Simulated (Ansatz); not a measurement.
Cl₂Zn, charge +1, quartet, at a GFN2-xTB geometry of the parent state (such geometries of metal compounds can be far from the true shape) (a state made from the parent by changing its charge; the spin is typed, not shown lowest); Ansatz (a quantum-chemistry and plane-wave program) with PBE0/pcseg-1.

Input for Ansatz:
Ansatz 0.2 input:
```yaml
crystal:
  periodic: [false, false, false]
  atoms:
    - {symbol: Zn, position_ang: [0.10825094, 0.38059368, 0.21210131]}
    - {symbol: Cl, position_ang: [1.30904056, -0.00597581, -1.49586408]}
    - {symbol: Cl, position_ang: [-1.50007163, -0.66566009, 1.12156766]}
basis:
  gaussian:
    orbitals: pcseg-1.json
hamiltonian:
  xc: pbe0
total_charge: 1
magnetization: {spin_polarized: true, initial_magnetization: 3}
```
The basis file holds pcseg-1 in the JSON format of the Basis Set Exchange.

The log (banner, timings and long lists left out):

```
Functional definition: PBE0
689 factors; integrals over basis functions are off by at most 7.4e-4 eV
mean field evaluation 1: about -73426.3770 eV, gradient 3.0e1 eV
mean field evaluation 2: about -73423.1671 eV, gradient 4.2e1 eV
mean field evaluation 4: about -73429.7396 eV, gradient 1.4e0 eV
mean field evaluation 8: about -73429.8526 eV, gradient 9.2e-1 eV
mean field evaluation 16: about -73429.8600 eV, gradient 2.9e-3 eV
mean field evaluation 32: about -73430.6704 eV, gradient 5.0e-2 eV
mean field evaluation 64: about -73430.6439 eV, gradient 4.2e-1 eV
mean field evaluation 96: about -73430.6469 eV, gradient 8.2e-2 eV
mean field -73430.67055780 eV, -2698.5273699030 hartree, gradient 2.9e-6 eV, S^2 3.756722; 6 other end points of the search recorded, 0 dependent functions left out
reference -73430.67058861 eV, -2698.5273710352 hartree; 33, 30 occupied and 34, 37 virtual orbitals, 689 factors
Total energy: -73430.67058861 eV, -2698.5273710352 hartree
```
